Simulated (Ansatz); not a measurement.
Start from `CC[TeH]` and change one atom or group to get `CCI`.

Ansatz, PBE0-D4/def2-TZVP geometries, multiplicity 1. 

Elements past krypton have def2 core potentials.

| property | `CC[TeH]` |
| --- | --- |
| LUMO energy (B3LYP/def2-TZVPP) / eV | -0.83 |
| HOMO energy (ωB97M-V/def2-TZVPP) / eV | -8.15 |
| HOMO–LUMO gap (B3LYP/def2-TZVPP) / eV | 4.98 |
| LUMO energy (PBE/def2-TZVPP) / eV | -1.41 |
| HOMO–LUMO gap (PBE/def2-TZVPP) / eV | 3.57 |
| HOMO energy (PBE0/def2-TZVPP) / eV | -6.02 |

**Question.** What does the change do to each property? (An estimate is asked.)

**Answer.** The calculation gave: 
| property | `CCI` | shift |
| --- | --- | --- |
| LUMO energy (B3LYP/def2-TZVPP) / eV | -0.95 | -0.12 |
| HOMO energy (ωB97M-V/def2-TZVPP) / eV | -9.38 | -1.23 |
| HOMO–LUMO gap (B3LYP/def2-TZVPP) / eV | 6.02 | 1.04 |
| LUMO energy (PBE/def2-TZVPP) / eV | -1.62 | -0.21 |
| HOMO–LUMO gap (PBE/def2-TZVPP) / eV | 4.44 | 0.87 |
| HOMO energy (PBE0/def2-TZVPP) / eV | -7.21 | -1.19 |

With PBE0 the HOMO falls by 1.19 eV and the LUMO falls by 0.11 eV, so the gap widens by about 1.08 eV. PBE moves the HOMO by -1.08 eV and ωB97M-V by -1.23 eV. The zero-point energy changes by -16.5 kJ/mol with -3 modes.

B3LYP here is the variant with VWN-RPA as its local correlation; programs differ in this.

Spin–orbit coupling is left out; it splits and shifts lone-pair levels of the heavy atoms by tenths of an eV.
